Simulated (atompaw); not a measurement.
# An all-electron radial function and its pseudo partner (H)

Columns: radius, all-electron u(r) and pseudo u(r) of the 1s shell (level -12.42 eV) of hydrogen in the configuration 1s0.5; PBEsol, scalar-relativistic, PAW (atompaw) scheme, atompaw 4.2.0.5.

```
r (bohr)  all-electron  pseudo
   0.033        0.0676  0.0536
   0.065        0.1289  0.1052
   0.098        0.1879  0.1577
   0.131        0.2429  0.2090
   0.163        0.2925  0.2573
   0.196        0.3400  0.3054
   0.229        0.3841  0.3513
   0.262        0.4248  0.3949
   0.294        0.4613  0.4348
   0.327        0.4959  0.4732
   0.360        0.5277  0.5089
   0.392        0.5560  0.5407
   0.425        0.5826  0.5707
   0.458        0.6068  0.5978
   0.490        0.6280  0.6215
   0.523        0.6478  0.6433
   0.556        0.6655  0.6626
   0.588        0.6808  0.6790
   0.621        0.6948  0.6938
   0.654        0.7070  0.7065
   0.687        0.7176  0.7174
   0.719        0.7264  0.7264
   0.752        0.7341  0.7341
   0.785        0.7404  0.7404
   0.817        0.7453  0.7453
   0.850        0.7492  0.7492
```

(1) How many radial nodes do the two functions have?

(2) Is the pseudo-wave norm-conserving?

## Answers

(1) The all-electron 1s function has n − l − 1 = 0; the pseudo-wave has 0.

(2) No, it belongs to a PAW set: the norm inside the radius is not constrained, and the difference is carried by the augmentation charge.
